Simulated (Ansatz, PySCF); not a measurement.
H8N2OSi2, SMILES N[SiH2][Si@@H](N)O. Atoms are numbered in the order given.

```xyz
13

N      1.6947     1.3756     0.3991
Si     1.3049    -0.0092    -0.5878
Si    -0.7953    -0.6561     0.2216
N     -1.1660     0.5750     1.3791
O     -1.8054    -0.8034    -1.1093
H      2.5635     1.8781     0.2490
H      1.5009     1.2838     1.3919
H      2.2813    -1.1549    -0.5331
H      1.2563     0.4280    -2.0174
H     -0.8474    -1.9431     0.9881
H     -1.0036     1.5437     1.1217
H     -1.9245     0.4878     2.0463
H     -2.6564    -1.2229    -0.9497
```
Charge 0, spin multiplicity 1.

Geometry optimised at PBE0-D3(BJ)/def2-SVP. The structure was generated by enumeration; whether it is a known compound was not checked. One conformer was computed; it need not be the lowest.

Two levels are set side by side: PBE-D3(BJ)/def2-SVP (Ansatz, a quantum-chemistry and plane-wave program) and PBE0-D3(BJ)/def2-SVP (Ansatz). Each level has its own optimised geometry; the coordinates shown are those of the second. Frequencies come from the Hessian of PySCF at each geometry. Differences are taken from unrounded values.

```tsv
quantity	PBE0-D3(BJ)	PBE-D3(BJ)	PBE-D3(BJ) minus PBE0-D3(BJ)
mean bond length (Å)	1.418	1.430	0.012
bond N1–Si2 (Å)	1.745	1.764	0.020
bond Si2–Si3 (Å)	2.342	2.346	0.005
bond Si3–N4 (Å)	1.730	1.752	0.022
bond Si3–O5 (Å)	1.677	1.695	0.018
bond N1–H6 (Å)	1.015	1.025	0.010
bond N1–H7 (Å)	1.016	1.027	0.011
bond Si2–H8 (Å)	1.506	1.506	-0.001
bond Si2–H9 (Å)	1.496	1.511	0.015
bond Si3–H10 (Å)	1.499	1.513	0.014
bond N4–H11 (Å)	1.015	1.024	0.009
bond N4–H12 (Å)	1.014	1.024	0.010
bond O5–H13 (Å)	0.962	0.974	0.012
highest harmonic wavenumber (cm⁻¹)	3918	3734	-183
mean harmonic wavenumber (cm⁻¹)	1242	1192	-49
zero-point energy (kcal/mol)	58.57	56.24	-2.33
```

GGA bonds tend to be longer and softer than those of functionals with exact exchange. Differences between two approximate levels are no errors against the true value.
